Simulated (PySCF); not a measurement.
**Li (lithium, neutral) across methods**

[He] 2s1, 2S determinant. Computed with PySCF 2.14 in dyall-acv3z, with scalar relativity by spin-free X2C-1e. The B2PLYP total includes its PT2 part (frozen core); its orbital energies are those of the SCF part.

```
method  E (hartree)  mean ε 1s α (eV)  mean ε 1s β (eV)  mean ε 2s α (eV)  Σ⟨r²⟩ (bohr²)   ⟨S²⟩
r2SCAN      -7.4805           -53.317           -53.148            -3.258          18.06  0.750
   PBE      -7.4629           -51.733           -51.507            -3.227          17.96  0.750
   LDA      -7.3446           -51.019           -50.808            -3.165          18.30  0.750
  BP86      -7.4817           -51.903           -51.720            -3.272          17.94  0.750
revPBE      -7.4877           -51.807           -51.607            -3.235          17.93  0.750
  PBE0      -7.4679           -55.875           -55.592            -3.831          17.96  0.750
   UHF     -7.43342           -67.670           -67.180            -5.344          18.62  0.750
```

Q: Estimate the same row for B2PLYP.

A: E (hartree) = -7.4702; mean ε 1s α (eV) = -60.483; mean ε 1s β (eV) = -60.115; mean ε 2s α (eV) = -4.294; Σ⟨r²⟩ (bohr²) = 18.09; ⟨S²⟩ = 0.750.
